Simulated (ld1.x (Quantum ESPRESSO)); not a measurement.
**gold: one change to a PAW potential, before and after**

gold, PAW, made with ld1.x (Quantum ESPRESSO) 7.5 (LDA (PZ), scalar-relativistic). Core [Kr] 4d10 4f14 5s2, reference 5p6 5d10 6s0 6p1. Waves: 6s (bound, empty): rcut 2.15, rcutus 2.50 bohr; 6s channel at 1.1 Ry: rcut 2.15, rcutus 2.50 bohr; 5p (bound): rcut 1.60, rcutus 2.15 bohr; 6p (bound): rcut 1.60, rcutus 2.15 bohr; 5d (bound): rcut 2.10, rcutus 2.50 bohr; 5d channel at 4 Ry: rcut 2.10, rcutus 2.50 bohr. Local part: all-electron potential smoothed inside 2.05 bohr (lloc = -1). Core correction: a·sin(br)/r model core, default radius (ld1.x builds one for every PAW set, though the input has nlcc=.false.). Augmentation charge: PSQ, inside the norm-conserving radii.

Change: local potential all-electron potential smoothed inside 2.46 bohr (lloc = -1).

Cutoffs: the cutoffs (Ry, on a coarse ladder) from which the occupation-weighted sum of valence levels, in a spherical-Bessel basis at the reference potential, stays within 10 and 1 mRy of its value at 400 Ry; they do not see the model core or the augmentation charge, which bear on the density cutoff. Errors are all-electron minus pseudo energies relative to the spin-unpolarised reference configuration.

**Question.** What does the change do?

**Answer.** The potential gets neither clearly harder nor softer (21 Ry and 35 Ry → 21 Ry and 35 Ry); of the 9 tests that both files solve, the error grows in 5 and shrinks in 1 by more than 15 % and 0.3 meV (median size 2.6 → 4.4 meV); the range in which the s phases agree narrows (upper end at the end of the scan → 3.6); the range in which the d phases agree narrows (upper end at the end of the scan → 0.4); neither file shows a bound ghost.

```csv
quantity,base,changed
"cutoff, loose",21 Ry,21 Ry
"cutoff, tight",35 Ry,35 Ry
bound ghosts,none,none
"error for 5p6 5d10 6s1 6p0, meV [ΔE -5.40 eV]",+2.6,-2.8
"error for 5p6 5d10 6s0 6p0, meV [ΔE 4.38 eV]",-2.0,-4.4
"error for 5p6 5d9 6s0 6p0, meV [ΔE 25.88 eV]",+0.6,-67
"error for 5p6 5d9 6s1 6p0, meV [ΔE 6.98 eV]",+4.3,-14
"error for 5p6 5d10 6s0.5 6p0, meV [ΔE -1.45 eV]",+0.3,-0.1
"error for 5p6 5d9 6s2 6p0, meV [ΔE -3.80 eV]",+12,+5.7
"error for 5p6 5d8 6s0 6p0, meV [ΔE 60.04 eV]",-4.5,-172
"error for 5p6 5d10 6s0 6p1 (spin-polarised), meV [ΔE -0.12 eV]",+0.1,-0.3
"error for 5p6 5d10 6s1 6p0 (spin-polarised), meV [ΔE -5.53 eV]",+2.6,-3.0
s: phases at 2.72 bohr within 0.05 rad from the reference energy up to (Ry; the scan ends near 5),to the end of the scan,3.6
p: phases at 2.72 bohr within 0.05 rad from the reference energy up to (Ry; the scan ends near 5),4.3,to the end of the scan
d: phases at 2.72 bohr within 0.05 rad from the reference energy up to (Ry; the scan ends near 5),to the end of the scan,0.4
lowest overlap eigenvalue by channel,"s 0.35, p 0.80, d 0.77","s 0.38, p 0.77, d 0.81"
```
